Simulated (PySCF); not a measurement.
AlH7O2Si2, SMILES [OH][Al]([OH])[SiH2][SiH3].

The structure is a stationary point at B3LYP-D3(BJ)/def2-SVP. The structure was generated by enumeration; whether it is a known compound was not checked. Other conformers were not sampled.

Two levels are set side by side: PBE/def2-TZVP (PySCF) and B3LYP/def2-TZVP (PySCF). Same geometry, gas phase. Differences are taken from unrounded values.

```csv
quantity,PBE
orbital gap (eV),5.05
highest occupied level (eV),-6.71
lowest empty level (eV),-1.66
dipole moment (D),2.38
mean polarisability (bohr³),97.5
```

Question: These are the PBE values. What does B3LYP give? (An estimate is asked for; the answer gives what the named calculation found.)

Answer: 
| quantity | B3LYP | PBE minus B3LYP |
|---|---|---|
| orbital gap (eV) | 6.46 | -1.41 |
| highest occupied level (eV) | -7.54 | 0.83 |
| lowest empty level (eV) | -1.08 | -0.58 |
| dipole moment (D) | 2.48 | -0.10 |
| mean polarisability (bohr³) | 93.3 | 4.2 |

PBE's occupied levels lie high since its potential decays too fast outside the molecule; exact exchange lowers them and widens the gap. PBE's more diffuse valence density responds more strongly to a field. Differences between two approximate levels are no errors against the true value.

Rough cost on one machine, each run with all the roots and properties that it gave: B3LYP against PBE within a factor of 2.
